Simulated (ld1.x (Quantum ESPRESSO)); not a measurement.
## O (Z = 8), TM: configuration errors across variants

```
Element                 : O
Generator               : ld1.x (Quantum ESPRESSO) 7.5
Type                    : norm-conserving Troullier–Martins (Kleinman–Bylander form)
Functional              : PBE
Relativity              : scalar-relativistic
Frozen core             : [He]
Valence charge          : 6
Reference configuration : 2s2 2p2 (charge +2)
Partial waves           : 2s (bound): rc 0.75 bohr; 2p (bound): rc 1.10 bohr; 3d channel at 0.25 Ry: rc 0.95 bohr
Local potential         : all-electron potential smoothed inside 0.55 bohr (lloc = -1)
Core correction         : none
```

All-electron excitation energies from the reference (eV): (1) 2s2 2p4 -50.017; (2) 2s2 2p3 -33.586; (3) 2s2 2p1 53.869; (4) 2s1 2p4 -18.358; (5) 2s2 2p0 130.774; (6) 2s0 2p6 -20.080; (7) 2s2 2p4.3 -52.140.

Errors AE − PS in meV (a dash: test not solved or not reliable):

| change | (1) | (2) | (3) | (4) | (5) | (6) | (7) | bound ghosts |
| --- | --- | --- | --- | --- | --- | --- | --- | --- |
| base | +51 | +26 | +78 | +78 | +569 | +178 | +54 | none |
| wave 2s (bound): rc 0.75 bohr becomes 2s (bound): rc 0.50 bohr | +91 | +42 | +119 | +229 | +840 | +665 | +99 | none |
| wave 2s (bound): rc 0.75 bohr becomes 2s (bound): rc 0.62 bohr | +58 | +29 | +87 | +96 | +613 | +219 | +62 | none |
| wave 2s (bound): rc 0.75 bohr becomes 2s (bound): rc 0.80 bohr | +52 | +26 | +79 | +79 | +573 | +181 | +55 | none |
| wave 2s (bound): rc 0.75 bohr becomes 2s (bound): rc 0.92 bohr | +58 | +29 | +86 | +95 | +608 | +218 | +62 | none |
| wave 2s (bound): rc 0.75 bohr becomes 2s (bound): rc 1.02 bohr | +68 | +32 | +94 | +116 | +644 | +270 | +73 | none |
| wave 2s (bound): rc 0.75 bohr becomes 2s (bound): rc 1.12 bohr | +81 | +38 | +103 | +145 | +683 | +340 | +88 | none |

Question: Give the same row for: wave 2s (bound): rc 0.75 bohr becomes 2s (bound): rc 0.72 bohr.

Answer: +51, +26, +78, +78, +570, +178, +54; bound ghosts: none.
